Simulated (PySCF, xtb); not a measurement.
bromo(trichloro)methane (CBrCl3), SMILES BrC(Cl)(Cl)Cl.

Harmonic wavenumbers (cm⁻¹) from GFN2-xTB (xtb) at its own minimum, in rising order: 165, 165, 206, 252, 253, 392, 577, 633, 633.

Problem. What does PySCF with PBE-D3(BJ)/def2-SVP give at its own minimum? (Estimate from the structure and the level; the computed values follow.)

Solution. 182, 182, 237, 286, 286, 413, 668, 729, 730. Paired by order, the mean absolute difference is 48 cm⁻¹ and the zero-point energies are 4.7 and 5.3 kcal/mol.
